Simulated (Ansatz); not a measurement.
Gas-phase electronic energies from Ansatz, PBE0-D4/def2-TZVP geometries. CBS: MP2 limit from def2 TZ/QZ plus the TZ coupled-cluster correction, frozen cores. This one scheme is used for every species. Functionals use def2-TZVPP. For Se outer-core shells are correlated without core-valence functions, which leaves a few kJ/mol of doubt a bond. Scalar relativity is left out up to krypton. One conformer a species, not always the lowest.

Consider the ligand exchange at the Se–Si bond: `Cl[Si](Cl)(Cl)[SeH]` + PH₃ → `P[SeH]` + `Cl[SiH](Cl)Cl`.

**Question.** Is it downhill or uphill in electronic energy at CCSD(T)/CBS, and by how much? (An estimate is asked.)

**Answer.** The calculation gave: Uphill: ΔE = +10.4 kcal/mol.

**Question.** What do these levels give: LDA (SPW92), r2SCANh-D4, revPBE, BHLYP, CAM-B3LYP, HF/def2-TZVPP? (An estimate is asked.)

**Answer.** Ansatz gave: LDA (SPW92) 10.7, r2SCANh-D4 10.2, revPBE 8.0, BHLYP 7.9, CAM-B3LYP 8.5, HF/def2-TZVPP 7.0 kcal/mol.

Largest T1 diagnostic among the species: 0.013.

In def2-TZVPP, CCSD(T) changes the Hartree–Fock value by +3.2 kcal/mol (the triples alone add +0.4 kcal/mol) and MP2 by +4.4 kcal/mol. Leaving LDA and LC-ωPBE aside and taking each functional with its dispersion term where it has one, the values, not all of them listed here, spread over 1.6 kcal/mol, from B2PLYP to B97M-V. LDA lies +2.0 kcal/mol from PBE without D4.
